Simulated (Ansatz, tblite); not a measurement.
Forces on Al11Sb10F3 at its r2SCAN-D4/def2-SVP geometry. Charge 0, multiplicity 1.

In the def2 sets Sb takes a core potential; there is no spin–orbit coupling. The xTB rows come from tblite. Single mean-field runs in def2-TZVP are fitted with def2-universal-jkfit.

GFN1-xTB (tblite), largest force 1.43 eV/Å:

```xyz
24
positions Å, forces eV/Å
Al   -1.918    1.931   -1.959    0.140   -0.734   -0.186
Al   -1.397    2.371    0.853    0.114    0.320   -0.675
Al   -4.224    0.889   -0.427    0.090   -0.331   -0.017
Al    1.563    2.151    1.793   -0.061   -0.289    0.220
Al    0.974    3.712   -0.578    0.149   -0.229   -0.100
Al    3.222    0.230   -0.545   -0.141    0.166   -0.108
Al   -1.763   -0.640    0.936   -0.214   -1.071   -0.462
Al    1.549   -0.398    1.890   -0.135    0.108   -0.164
Al    0.328    0.757   -0.724   -0.145   -0.080    0.272
Al   -0.521   -3.038   -0.522    0.377    0.813   -0.211
Al    2.426   -3.137    0.652   -0.229    0.507   -0.476
F    -2.006    0.951    1.870   -0.250    0.083    0.431
F    -1.849   -4.087   -0.555   -0.278   -0.322   -0.025
F     2.412   -4.529    1.608    0.048   -0.238    0.149
Sb   -3.595    3.357   -0.494    0.425   -0.120    0.099
Sb    0.360    2.658   -2.916   -0.045   -0.323    0.483
Sb    3.421    2.823    0.025   -0.097   -0.449   -0.157
Sb   -0.055    4.332    1.844   -0.045   -0.005   -0.144
Sb   -1.996   -0.884   -1.971    0.330    0.467    1.313
Sb    1.736   -0.751   -2.524   -0.545   -0.142    0.488
Sb   -0.250   -2.358    2.125   -0.068    0.466   -0.533
Sb   -4.124   -1.593   -0.005    0.835    0.522   -0.363
Sb    4.040   -1.228    1.481   -0.063    0.072   -0.181
Sb    1.666   -3.520   -1.860   -0.190    0.810    0.346
```

GFN2-xTB (tblite), largest force 1.95 eV/Å:

```
Al 0.284 -0.758 0.539
Al 0.652 -0.910 -0.592
Al 0.665 -0.266 0.120
Al -0.700 0.000 -0.695
Al -0.524 -1.043 0.262
Al -0.683 -0.090 -0.059
Al 0.098 0.276 -0.627
Al -0.269 -0.480 -0.776
Al 0.026 -0.064 0.550
Al 0.103 -0.066 -0.030
Al -0.484 -0.156 -0.527
F -0.160 0.305 0.380
F 0.115 0.202 0.090
F 0.055 0.258 -0.152
Sb -0.384 0.672 -0.122
Sb 0.393 -0.019 -0.145
Sb 0.529 0.134 -0.176
Sb 0.147 0.765 0.162
Sb 0.876 0.522 0.431
Sb -1.497 -0.146 1.237
Sb -0.038 -0.057 0.311
Sb 0.023 -0.156 -0.408
Sb 0.461 0.157 0.260
Sb 0.311 0.918 -0.030
```

PBE-D4/def2-TZVP (Ansatz), largest force 0.23 eV/Å:

```
Al -0.034 -0.063 0.016
Al -0.021 -0.184 -0.144
Al 0.087 -0.015 -0.014
Al -0.038 -0.070 0.000
Al -0.057 -0.007 -0.016
Al -0.059 0.001 0.005
Al -0.025 0.125 -0.112
Al -0.044 0.044 -0.094
Al -0.005 -0.038 0.134
Al -0.106 0.065 -0.017
Al -0.025 -0.020 0.044
F 0.002 0.013 0.113
F -0.002 -0.011 0.003
F -0.004 0.012 -0.011
Sb -0.013 0.227 0.026
Sb 0.092 -0.045 -0.059
Sb 0.086 0.013 -0.028
Sb -0.021 0.137 0.081
Sb 0.097 0.038 0.034
Sb -0.130 0.019 0.009
Sb 0.013 -0.064 0.100
Sb -0.033 -0.163 0.008
Sb 0.158 0.037 0.069
Sb 0.083 -0.051 -0.148
```
